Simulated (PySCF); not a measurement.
C3H6BF3 (SMILES CB(C)C(F)(F)F), singlet, at a GFN2-xTB geometry, atoms displaced at random by about 0.08 Å a coordinate; PBE0/STO-3G, gradient by finite differences (PySCF).

Here is a job for PySCF.
```python
from pyscf import gto, scf, dft

mol = gto.Mole()
mol.atom = '''
    B     0.213139    0.891106    0.480506
    C    -0.076136   -0.497091   -0.196638
    F    -1.434433   -0.687406   -0.100866
    F     0.194113   -1.730070    0.112516
    F     0.064848   -0.412874   -1.577395
    C     1.577495    0.427682    1.578851
    H     1.155950   -0.157719    2.234587
    H     1.717729    1.494151    2.154919
    H     2.340824    0.143309    1.247434
    C    -0.192391    1.950841    0.001775
    H    -1.271041    2.187313    0.348358
    H     0.027544    2.191265   -1.067442
    H     0.264957    2.895605    0.521652
'''
mol.basis = 'sto-3g'
mol.charge = 0
mol.spin = 0
mol.verbose = 4
mol.build()

mf = dft.RKS(mol)
mf.xc = 'pbe0'
mf.conv_tol = 1e-11
mf.kernel()
scan, done = mf.as_scanner(), []
scan.scf_summary = {}
def energy(d):
    c = mol.atom_coords()
    c[2, 1] += d
    e = scan(mol.set_geom_(c, unit='Bohr', inplace=False))
    done.append(scan.converged)
    return e
h = 0.05
fd = (energy(h) - energy(-h)) / (2 * h)
print('dE/dx =', fd)
```

It wrote (shortened):

```
PySCF version 2.14.0

[INPUT] verbose = 4
[INPUT] num. atoms = 13
[INPUT] num. electrons = 56
[INPUT] charge = 0
[INPUT] spin (= nelec alpha-beta = 2S) = 0
[INPUT] symmetry False subgroup None
[INPUT] Mole.unit = angstrom
[INPUT] Symbol           X                Y                Z      unit          X                Y                Z       unit  Magmom
[...]
nuclear repulsion = 324.855286148662
number of shells = 27
number of NR pGTOs = 123
number of NR cGTOs = 41
basis = sto-3g
ecp = {}

******** <class 'pyscf.dft.rks.RKS'> ********
method = RKS
initial guess = minao
damping factor = 0
level_shift factor = 0
DIIS = <class 'pyscf.scf.diis.CDIIS'>
diis_start_cycle = 1
diis_space = 8
diis_damp = 0
SCF conv_tol = 1e-11
SCF conv_tol_grad = None
SCF max_cycles = 50
direct_scf = True
direct_scf_tol = 1e-13
XC library pyscf.dft.libxc version 7.1.2
    S. Lehtola, C. Steigemann, M. J. T. Oliveira, and M. A. L. Marques,  SoftwareX 7, 1–5 (2018)
XC functionals = pbe0
    C. Adamo and V. Barone,  J. Chem. Phys. 110, 6158 (1999)
    M. Ernzerhof and G. E. Scuseria,  J. Chem. Phys. 110, 5029 (1999)
radial grids:
    Treutler-Ahlrichs [JCP 102, 346 (1995); DOI:10.1063/1.469408] (M4) radial grids

becke partition: Becke, JCP 88, 2547 (1988); DOI:10.1063/1.454033
pruning grids: <function nwchem_prune>
grids dens level: 3
symmetrized grids: False
atomic radii adjust function: <function treutler_atomic_radii_adjust>
small_rho_cutoff = 0
Set gradient conv threshold to 3.16228e-06
Initial guess from minao.
tot grids = 158040
init E= -436.778171280517
[...]
cycle= 1 E= -435.380564012404  delta_E=  1.4  |g|= 0.744  |ddm|= 4.48
[...]
cycle= 2 E= -435.375103013875  delta_E= 0.00546  |g|= 0.814  |ddm|= 2.02
[...]
cycle= 3 E= -435.56906291144  delta_E= -0.194  |g|= 0.0718  |ddm|= 1.07
[...]
cycle= 4 E= -435.570924772882  delta_E= -0.00186  |g|= 0.018  |ddm|= 0.137
[...]
cycle= 5 E= -435.571052383402  delta_E= -0.000128  |g|= 0.00455  |ddm|= 0.037
[...]
cycle= 6 E= -435.571060502947  delta_E= -8.12e-06  |g|= 0.00114  |ddm|= 0.00929
[...]
cycle= 7 E= -435.571061106575  delta_E= -6.04e-07  |g|= 0.000318  |ddm|= 0.00264
[...]
cycle= 8 E= -435.571061157313  delta_E= -5.07e-08  |g|= 4.7e-05  |ddm|= 0.000764
[...]
cycle= 9 E= -435.571061159039  delta_E= -1.73e-09  |g|= 8.48e-06  |ddm|= 0.000179
[...]
cycle= 10 E= -435.571061159077  delta_E= -3.84e-11  |g|= 2.98e-06  |ddm|= 2.54e-05
[...]
cycle= 11 E= -435.571061159082  delta_E= -4.77e-12  |g|= 5.47e-07  |ddm|= 6.06e-06
[...]
Extra cycle  E= -435.571061159079  delta_E= 3.07e-12  |g|= 4.63e-07  |ddm|= 1.86e-06
converged SCF energy = -435.571061159079
Create scanner for <class 'pyscf.dft.rks.RKS'>

WARN: Mole.unit (angstrom) is changed to Bohr

New geometry
   1 B      0.213139000000   0.891106000000   0.480506000000 AA    0.402774336464   1.683946287957   0.908024741210 Bohr
   2 C     -0.076136000000  -0.497091000000  -0.196638000000 AA   -0.143876188220  -0.939365848986  -0.371591965682 Bohr
   3 F     -1.434433000000  -0.660947139454  -0.100866000000 AA   -2.710685514038  -1.249009076383  -0.190609115280 Bohr
   4 F      0.194113000000  -1.730070000000   0.112516000000 AA    0.366820407218  -3.269358476326   0.212624424632 Bohr
   5 F      0.064848000000  -0.412874000000  -1.577395000000 AA    0.122544959726  -0.780218783954  -2.980844540258 Bohr
   6 C      1.577495000000   0.427682000000   1.578851000000 AA    2.981033512871   0.808201848406   2.983595981496 Bohr
   7 H      1.155950000000  -0.157719000000   2.234587000000 AA    2.184428913691  -0.298045714640   4.222757431513 Bohr
   8 H      1.717729000000   1.494151000000   2.154919000000 AA    3.246037366223   2.823536178745   4.072206730622 Bohr
   9 H      2.340824000000   0.143309000000   1.247434000000 AA    4.423516265809   0.270814761185   2.357308618471 Bohr
  10 C     -0.192391000000   1.950841000000   0.001775000000 AA   -0.363566298831   3.686555202573   0.003354263871 Bohr
[...]
[...]
cycle= 7 E= -435.572519815073  delta_E= -4.27e-11  |g|= 2.5e-06  |ddm|= 2.1e-05
[...]
cycle= 8 E= -435.572519815078  delta_E= -5.23e-12  |g|= 7.8e-07  |ddm|= 8.2e-06
[...]
Extra cycle  E= -435.57251981508  delta_E= -1.93e-12  |g|= 6.74e-07  |ddm|= 2.36e-06
converged SCF energy = -435.57251981508

WARN: Mole.unit (angstrom) is changed to Bohr

New geometry
   1 B      0.213139000000   0.891106000000   0.480506000000 AA    0.402774336464   1.683946287957   0.908024741210 Bohr
   2 C     -0.076136000000  -0.497091000000  -0.196638000000 AA   -0.143876188220  -0.939365848986  -0.371591965682 Bohr
   3 F     -1.434433000000  -0.713864860546  -0.100866000000 AA   -2.710685514038  -1.349009076383  -0.190609115280 Bohr
   4 F      0.194113000000  -1.730070000000   0.112516000000 AA    0.366820407218  -3.269358476326   0.212624424632 Bohr
   5 F      0.064848000000  -0.412874000000  -1.577395000000 AA    0.122544959726  -0.780218783954  -2.980844540258 Bohr
   6 C      1.577495000000   0.427682000000   1.578851000000 AA    2.981033512871   0.808201848406   2.983595981496 Bohr
   7 H      1.155950000000  -0.157719000000   2.234587000000 AA    2.184428913691  -0.298045714640   4.222757431513 Bohr
   8 H      1.717729000000   1.494151000000   2.154919000000 AA    3.246037366223   2.823536178745   4.072206730622 Bohr
   9 H      2.340824000000   0.143309000000   1.247434000000 AA    4.423516265809   0.270814761185   2.357308618471 Bohr
  10 C     -0.192391000000   1.950841000000   0.001775000000 AA   -0.363566298831   3.686555202573   0.003354263871 Bohr
  11 H     -1.271041000000   2.187313000000   0.348358000000 AA   -2.401919383093   4.133422518701   0.658301213301 Bohr
  12 H      0.027544000000   2.191265000000  -1.067442000000 AA    0.052050616375   4.140890716345  -2.017173033858 Bohr
  13 H      0.264957000000   2.895605000000   0.521652000000 AA    0.500696164786   5.471900414921   0.985779412332 Bohr

******** <class 'pyscf.scf.hf.RKS_Scanner'> ********
method = RKS_Scanner
initial guess = minao
damping factor = 0
level_shift factor = 0
DIIS = <class 'pyscf.scf.diis.CDIIS'>
diis_start_cycle = 1
diis_space = 8
diis_damp = 0
SCF conv_tol = 1e-11
SCF conv_tol_grad = None
SCF max_cycles = 50
direct_scf = True
direct_scf_tol = 1e-13
XC library pyscf.dft.libxc version 7.1.2
    S. Lehtola, C. Steigemann, M. J. T. Oliveira, and M. A. L. Marques,  SoftwareX 7, 1–5 (2018)
XC functionals = pbe0
    C. Adamo and V. Barone,  J. Chem. Phys. 110, 6158 (1999)
    M. Ernzerhof and G. E. Scuseria,  J. Chem. Phys. 110, 5029 (1999)
radial grids:
    Treutler-Ahlrichs [JCP 102, 346 (1995); DOI:10.1063/1.469408] (M4) radial grids

becke partition: Becke, JCP 88, 2547 (1988); DOI:10.1063/1.454033
pruning grids: <function nwchem_prune>
grids dens level: 3
symmetrized grids: False
atomic radii adjust function: <function treutler_atomic_radii_adjust>
small_rho_cutoff = 0
Set gradient conv threshold to 3.16228e-06
tot grids = 158040
init E= -435.565436886114
[...]
cycle= 1 E= -435.569377596569  delta_E= -0.00394  |g|= 0.0107  |ddm|= 0.106
[...]
cycle= 2 E= -435.569392538326  delta_E= -1.49e-05  |g|= 0.00995  |ddm|= 0.0367
[...]
cycle= 3 E= -435.569432752127  delta_E= -4.02e-05  |g|= 0.00109  |ddm|= 0.0187
[...]
cycle= 4 E= -435.569433263861  delta_E= -5.12e-07  |g|= 0.000277  |ddm|= 0.00231
[...]
cycle= 5 E= -435.569433294624  delta_E= -3.08e-08  |g|= 7.01e-05  |ddm|= 0.000606
[...]
cycle= 6 E= -435.56943329651  delta_E= -1.89e-09  |g|= 2.38e-05  |ddm|= 0.00014
[...]
cycle= 7 E= -435.569433296746  delta_E= -2.36e-10  |g|= 4.62e-06  |ddm|= 4.55e-05
[...]
cycle= 8 E= -435.56943329676  delta_E= -1.47e-11  |g|= 1.16e-06  |ddm|= 1.78e-05
[...]
cycle= 9 E= -435.569433296764  delta_E= -3.64e-12  |g|= 4.22e-07  |ddm|= 3.5e-06
[...]
Extra cycle  E= -435.569433296763  delta_E= 9.09e-13  |g|= 3.51e-07  |ddm|= 1.17e-06
converged SCF energy = -435.569433296763
dE/dx = -0.030865183172181787
```
